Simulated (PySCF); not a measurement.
**Removal energies of Ni¹⁸⁺ from EOM-IP-GCCSD**

Reference: closed-shell Ni¹⁸⁺, [Ne]; one electron is removed. Calculated with PySCF 2.14, two-component X2C-1e with screened spin-orbit coupling, an uncontracted even-tempered set (18 s from 0.94 bohr⁻², ratio 2.6; 12 p from 1.2 bohr⁻², ratio 2.6; 6 d from 1.3 bohr⁻², ratio 2.8; 3 f from 38 bohr⁻², ratio 2.8); frozen 1s2; the 50 highest virtual spinors dropped; of the others 44 kept and the rest restored at second order. No Breit or QED terms. Binding energies in eV.

| level | Koopmans |
| --- | --- |
| 2s1/2 | 1692.8 |
| 2p1/2 | 1560.6 |
| 2p3/2 | 1542.1 |

Q: How does correlation move these levels?

A: 2s1/2: second order 1689.7, EOM-CCSD 1689.8; 2p1/2: second order 1558.5, EOM-CCSD 1558.7; 2p3/2: second order 1540.1, EOM-CCSD 1540.2.

For comparison, the ionisation energy of Ni¹⁸⁺ is 1540.1 ± 0.5 eV (measured; NIST Atomic Spectra Database, ionization energies).
